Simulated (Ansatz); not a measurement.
Ansatz results at the PBE0-D4/def2-TZVP geometry: LUMO energy (B3LYP/def2-TZVPP) -0.60 eV; HOMO–LUMO gap (PBE0/def2-TZVPP) 7.02 eV; HOMO energy (B3LYP/def2-TZVPP) -7.15 eV.

Each molecule was computed in one conformer, which needn't be the lowest.

Q: Which molecule gave them?
A. `S[PH][GaH2]`
B. `C#[C][GeH]([NH2])[SH]`
C. `OC[SiH](F)CF`
D. `C/C=[C](\N)[AlH2]`

A: B. The others give `C/C=[C](\N)[AlH2]`: -1.55, 4.55, -5.70; `S[PH][GaH2]`: -1.37, 5.58, -6.52; `OC[SiH](F)CF`: -0.37, 7.65, -7.53.

B3LYP here is the variant with VWN-RPA as its local correlation; programs differ in this.
